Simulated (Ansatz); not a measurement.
System: PbCl, net charge 0, doublet state. SMILES: [Cl][Pb]
Geometry: optimised at B3LYP-D3(BJ)/def2-TZVP (Ansatz, a program for electronic structure).

Computed values are from Ansatz. Cores are frozen in the correlated levels unless marked. UHF or UKS for open shells. No spin-orbit coupling. Frozen are the shells of the preceding noble gas and the d and f shells that filled before the atom's block. Past Kr the def2 sets carry scalar-relativistic core potentials. CBS marks a two-point X^-3 extrapolation of the correlation energy; Hartree-Fock from the larger set.

Q: What is the total energy at CCSD(T)/CBS(def2-TZVPPD,def2-QZVPPD)?

A: -651.7351 Eh.

Q: What is the dipole moment at CCSD(T)/def2-SVPD?

A: 3.88 D.

Q: What is the atomisation energy De at CCSD(T)/CBS(def2-TZVPPD,def2-QZVPPD)?

A: 364.9 kJ/mol.

Q: What is the T1 diagnostic at CCSD/def2-QZVPPD?

A: 0.013.

Q: What is the vertical ionisation energy (to the singlet) at CCSD(T)/CBS(def2-TZVPPD,def2-QZVPPD)?

A: 6.91 eV.
